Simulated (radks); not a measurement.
Task: Radial electron density D(r) = 4 pi r^2 rho(r) of an atom or ion with 61 electrons. All-electron calculation, Dirac Kohn-Sham, PBE, spin-unpolarised, spherical densities, finite nucleus; Fermi nuclear charge, rms radius of each element as measured or else 0.836 A^(1/3) + 0.57 fm. Program: a radial shooting solver on a logarithmic mesh with Libxc functionals.

r (bohr),D(r) (e/bohr)
0.001307,5.337
0.001785,8.804
0.002439,14.21
0.003305,22.04
0.004516,33.25
0.006169,47.54
0.008361,62.87
0.01142,76.34
0.0156,82.50
0.02132,79.18
0.02889,72.99
0.03947,77.19
0.05392,95.72
0.07367,106.3
0.09984,91.20
0.1364,79.30
0.1863,91.94
0.2546,77.95
0.345,41.54
0.4713,39.77
0.6439,39.45
0.8727,20.97
1.192,11.30
1.629,7.340
2.225,3.012
3.016,1.075
4.12,0.6310
5.628,0.2946
7.689,0.06326
10.42,0.005608
14.24,0.0001353

What is the nuclear charge?

Result: Z = 61. The innermost maximum, from 1s, lies near gamma/Z bohr with gamma = sqrt(1 - (Z/c)^2) = 0.895, here 0.0147 bohr (found: 0.0162), and its height grows with Z. The density is that of neutral promethium in [Xe] 4f5 6s2; the configuration itself is not fixed sharply by these data, and Z only to a few units. D(r) has 4 maxima, at r = 0.0162, 0.0713, 0.200, 0.553 bohr, and minima at 0.0313, 0.132, 0.402 bohr, inside which lie 2.02, 11.21, 29.21 electrons.
